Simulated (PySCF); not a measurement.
# Diatomics of Cl with group 13

HF with double-zeta basis sets in PySCF, for the lowest determinant that a PBE0 search found; no spin–orbit coupling. De refers to high-spin ground-configuration atoms. A positive dipole means M(−)Cl(+).

```
 M                   basis  reference  state (unpaired electrons)  Re (Å)  ωe (cm⁻¹)  De (eV)  μ (D)
 B                def2-SVP        RHF      singlet (closed shell)   1.716        886     3.86   1.55
Al              x2c-SVPall        RHF      singlet (closed shell)   2.147        497     3.98  -1.43
Ga  cc-pVDZ-PP/cc-pV(D+d)Z        RHF      singlet (closed shell)   2.256        351     3.51  -2.95
In                def2-SVP        RHF      singlet (closed shell)   2.442        325     3.33  -3.45
Tl                def2-SVP        RHF      singlet (closed shell)   2.544        288     3.09  -4.79
```

The shortest bond is that of BCl (1.716 Å), the longest that of TlCl (2.544 Å).

The rows differ in basis set, which adds steps of its own.

Down a group the atoms grow and get heavier, so bonds lengthen and wavenumbers fall; this series shows no clear exception.

These are scalar-relativistic numbers at best; spin–orbit coupling would shift them, the dissociation energy most. Where the molecule has an RHF reference, its open-shell atoms are computed with UHF. Hartree–Fock leaves out correlation, which carries a large part of most bond energies and some tenths to 1 eV of ionisation energies.
